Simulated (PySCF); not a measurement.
A structure optimised at B3LYP-D3(BJ)/def2-SVP, used in a PySCF frequency run:

```xyz
16

C     -0.9409     1.3603     1.8249
C     -0.6254     0.6075     0.7622
Si    -1.6240     0.2203    -0.8191
Si    -0.1653    -1.6055    -0.5923
C      0.5837    -0.3315     0.6521
Si     2.0851     0.5790    -0.0633
H     -0.3131     1.3833     2.7244
H     -1.8440     1.9781     1.8427
H     -3.1000     0.0998    -0.6398
H     -1.3506     1.1427    -1.9608
H      0.7452    -2.0569    -1.6851
H     -0.7381    -2.8006     0.0936
H      0.8958    -0.7525     1.6243
H      2.4861     1.7023     0.8330
H      1.7402     1.1351    -1.4049
H      3.2338    -0.3626    -0.2171
```
Charge 0, spin multiplicity 1.

Q: Write its SMILES and formula.

A: C=C1[SiH2][SiH2][C@H]1[SiH3], C3H10Si3

Q: What are its rotational constants (standard atomic weights)?

A: 2.1363, 1.6114, 1.1602 GHz
